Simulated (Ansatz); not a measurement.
**Molecular dynamics of CH4F2OSi**

The input (input.yaml):

```yaml
crystal:
  periodic: [false, false, false]
  atoms:
    - { symbol: Si, position_ang: [0.01794, -0.010888, 0.015279] }
    - { symbol: O, position_ang: [0.036874, -0.274285, 1.638729] }
    - { symbol: C, position_ang: [-1.10482, -0.375921, 2.48187] }
    - { symbol: H, position_ang: [-1.770111, -1.209694, 2.167406] }
    - { symbol: H, position_ang: [-0.756965, -0.574635, 3.515243] }
    - { symbol: H, position_ang: [-1.695138, 0.566658, 2.483422] }
    - { symbol: H, position_ang: [1.415039, 0.005497, -0.471581] }
    - { symbol: F, position_ang: [-0.731674, 1.390012, -0.335404] }
    - { symbol: F, position_ang: [-0.847046, -1.160744, -0.744564] }
basis:
  gaussian: { orbitals: def2-SVP }
hamiltonian:
  xc: pbe
  dispersion: d4
md:
  timestep: 1.0
  n_steps: 150
  ensemble: nve
  temperature: 1500.0
  initial_velocities: maxwell_boltzmann
  seed: 246742
```

Run as:

```bash
$ ansatz run input.yaml --threads 2 --pin off --max-ram 3072MiB --backend cpu --events-out ev --progress --plain --runs-dir out
```

It starts from a relaxed structure.

Output, in part (step lines, the closing report, with atoms numbered from 0):

```
md step     0: t =     0.00 fs  T =  1500.0 K  F+E_penalty+E_count = -16442.75263423 eV  E_kin = 1.357230 eV  conserved = -16441.39540424 eV  (25 SCF iters)
[... lines left out ...]
Total energy: -16442.07798247 eV, -604.2352210151 hartree
Atom 0 at    -0.020327     0.018060    -0.041096 Å, force    -0.886062     2.418590     0.652579 eV/Å
Atom 1 at    -0.280050    -0.488208     1.474540 Å, force    -0.574132    -0.134616     2.313141 eV/Å
Atom 2 at    -0.817622     0.002476     2.726569 Å, force    -1.465443     0.358790    -1.840591 eV/Å
Atom 3 at    -0.121768    -0.183063     3.500763 Å, force     1.745913     0.523077     1.203057 eV/Å
Atom 4 at    -1.206714     1.046997     2.577177 Å, force     0.655049    -0.229488     0.448282 eV/Å
Atom 5 at    -1.697853    -0.533608     3.189115 Å, force     0.009253    -0.408819    -1.226122 eV/Å
Atom 6 at     1.340413     0.576329    -0.378326 Å, force    -0.309685    -0.542709    -0.041640 eV/Å
Atom 7 at    -1.034793     1.345451    -0.310648 Å, force     0.860667    -1.496054    -0.038831 eV/Å
Atom 8 at    -0.461529    -1.330472    -0.765780 Å, force    -0.035559    -0.488771    -1.469874 eV/Å
Dipole moment:     0.163040     0.101883     0.335451 e Å
```

The steps, from the saved trajectory:

```json
{"time (fs)": "0", "T (K)": "1500", "potential energy less start (eV)": "0.000", "conserved less start (meV/atom)": "0.00"}
{"time (fs)": "5", "T (K)": "805", "potential energy less start (eV)": "0.639", "conserved less start (meV/atom)": "1.15"}
{"time (fs)": "10", "T (K)": "858", "potential energy less start (eV)": "0.588", "conserved less start (meV/atom)": "0.78"}
{"time (fs)": "15", "T (K)": "951", "potential energy less start (eV)": "0.503", "conserved less start (meV/atom)": "0.63"}
{"time (fs)": "20", "T (K)": "687", "potential energy less start (eV)": "0.747", "conserved less start (meV/atom)": "1.26"}
{"time (fs)": "25", "T (K)": "829", "potential energy less start (eV)": "0.613", "conserved less start (meV/atom)": "0.66"}
{"time (fs)": "30", "T (K)": "491", "potential energy less start (eV)": "0.928", "conserved less start (meV/atom)": "1.61"}
{"time (fs)": "35", "T (K)": "945", "potential energy less start (eV)": "0.513", "conserved less start (meV/atom)": "1.11"}
{"time (fs)": "40", "T (K)": "686", "potential energy less start (eV)": "0.751", "conserved less start (meV/atom)": "1.62"}
{"time (fs)": "45", "T (K)": "906", "potential energy less start (eV)": "0.548", "conserved less start (meV/atom)": "1.14"}
{"time (fs)": "50", "T (K)": "803", "potential energy less start (eV)": "0.641", "conserved less start (meV/atom)": "1.16"}
{"time (fs)": "55", "T (K)": "817", "potential energy less start (eV)": "0.625", "conserved less start (meV/atom)": "0.83"}
{"time (fs)": "60", "T (K)": "1013", "potential energy less start (eV)": "0.445", "conserved less start (meV/atom)": "0.51"}
{"time (fs)": "65", "T (K)": "729", "potential energy less start (eV)": "0.707", "conserved less start (meV/atom)": "1.00"}
{"time (fs)": "70", "T (K)": "1117", "potential energy less start (eV)": "0.349", "conserved less start (meV/atom)": "0.24"}
{"time (fs)": "75", "T (K)": "772", "potential energy less start (eV)": "0.669", "conserved less start (meV/atom)": "1.21"}
{"time (fs)": "80", "T (K)": "742", "potential energy less start (eV)": "0.697", "conserved less start (meV/atom)": "1.25"}
{"time (fs)": "85", "T (K)": "727", "potential energy less start (eV)": "0.713", "conserved less start (meV/atom)": "1.48"}
{"time (fs)": "90", "T (K)": "641", "potential energy less start (eV)": "0.792", "conserved less start (meV/atom)": "1.71"}
{"time (fs)": "95", "T (K)": "651", "potential energy less start (eV)": "0.779", "conserved less start (meV/atom)": "1.15"}
{"time (fs)": "100", "T (K)": "600", "potential energy less start (eV)": "0.822", "conserved less start (meV/atom)": "0.85"}
{"time (fs)": "105", "T (K)": "1035", "potential energy less start (eV)": "0.424", "conserved less start (meV/atom)": "0.37"}
{"time (fs)": "110", "T (K)": "968", "potential energy less start (eV)": "0.485", "conserved less start (meV/atom)": "0.42"}
{"time (fs)": "115", "T (K)": "780", "potential energy less start (eV)": "0.658", "conserved less start (meV/atom)": "0.69"}
{"time (fs)": "120", "T (K)": "935", "potential energy less start (eV)": "0.522", "conserved less start (meV/atom)": "1.19"}
{"time (fs)": "125", "T (K)": "887", "potential energy less start (eV)": "0.569", "conserved less start (meV/atom)": "1.56"}
{"time (fs)": "130", "T (K)": "940", "potential energy less start (eV)": "0.518", "conserved less start (meV/atom)": "1.28"}
{"time (fs)": "135", "T (K)": "790", "potential energy less start (eV)": "0.650", "conserved less start (meV/atom)": "0.81"}
{"time (fs)": "140", "T (K)": "761", "potential energy less start (eV)": "0.675", "conserved less start (meV/atom)": "0.65"}
{"time (fs)": "145", "T (K)": "935", "potential energy less start (eV)": "0.516", "conserved less start (meV/atom)": "0.55"}
{"time (fs)": "150", "T (K)": "763", "potential energy less start (eV)": "0.675", "conserved less start (meV/atom)": "0.86"}
```

All steps were run. The conserved energy stayed within 2.1 meV per atom of its start (net change 0.86 meV per atom), so the integration is sound. Over the second half the temperature averaged 0.54 of the 1500 K drawn at the start: a run that starts near a minimum puts about half its kinetic energy into the potential. A run of 0.15 ps of so small a system gives no equilibrium averages.

The same pairs are bonded in the first frame and the last. Pairs count as bonded within 1.25 times the sum of covalent radii (0.12 Å more for H–H).

Last frame:

```xyz
9
Properties=species:S:1:pos:R:3
Si -0.020 0.018 -0.041
O -0.280 -0.488 1.474
C -0.818 0.003 2.727
H -0.122 -0.183 3.501
H -1.207 1.047 2.577
H -1.698 -0.534 3.189
H 1.340 0.576 -0.378
F -1.035 1.345 -0.311
F -0.462 -1.331 -0.766
```

The run took 3.7 min on 2 threads of Arm Neoverse V1, with other jobs on the host, peak memory 0.12 GiB.
